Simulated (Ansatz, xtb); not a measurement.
**GaH4InOSi: where a starting geometry ends**

The starting geometry of this gas-phase singlet was built from a drawn formula by distance geometry; its bonds are those of `O=[Si]([GaH2])[InH2]`.

```yaml
atoms:
  - { symbol: Ga, position_ang: [0.0053, 1.3382, -1.2989] }
  - { symbol: In, position_ang: [-0.7323, -1.8569, 0.8828] }
  - { symbol: O, position_ang: [-2.5805, 0.9239, 0.6022] }
  - { symbol: Si, position_ang: [-1.0932, 0.6972, 0.5113] }
  - { symbol: H, position_ang: [0.4010, 0.0634, -2.3105] }
  - { symbol: H, position_ang: [1.3570, 2.2237, -1.4055] }
  - { symbol: H, position_ang: [-1.5731, -2.9049, 1.9961] }
  - { symbol: H, position_ang: [0.8913, -2.3550, 0.3705] }
```

Problem. Where would you expect an optimisation with r2SCAN-D4/def2-SVP to take it?

Solution. A new bond forms, giving a structure given below by its coordinates. Distances that change by over a tenth: Ga1–Si4 (2.21 → 2.52 Å). Contacts that close: Ga1–O3 (3.24 → 1.92 Å).

The energy falls by 1.76 eV over 34 steps:

```csv
step,E − E(last) (eV)
1,1.760
5,0.616
8,0.552
12,0.529
16,0.516
19,0.502
23,0.413
27,0.070
30,0.003
34,0.000
```

Final geometry (Å):

```xyz
8

Ga   -0.1721    1.6806   -1.5972
In   -0.5874   -2.2922    1.4057
O    -0.7918    0.7337   -0.0417
Si    0.0321   -0.6086   -0.5516
H    -1.2252    1.7020   -2.7378
H     1.0730    2.5602   -1.3032
H    -2.0114   -3.2887    1.3085
H     0.3583   -2.3574    2.8654
```

From the same start GFN2-xTB ends elsewhere, differing in Ga1–O3 (4.08 against 1.92 Å here), Ga1–H8 (1.58 against 6.04 Å here), In2–Si4 (3.10 against 2.65 Å here), In2–H8 (3.11 against 1.74 Å here).

The end wasn't checked by frequencies. Atoms past krypton carry core potentials, without spin–orbit terms. Run with Ansatz 0.2.0, 95 s on 2 threads of Intel(R) Xeon(R) Platinum 8259CL CPU @ 2.50GHz (Skylake/Cascade Lake), with other jobs on the host.
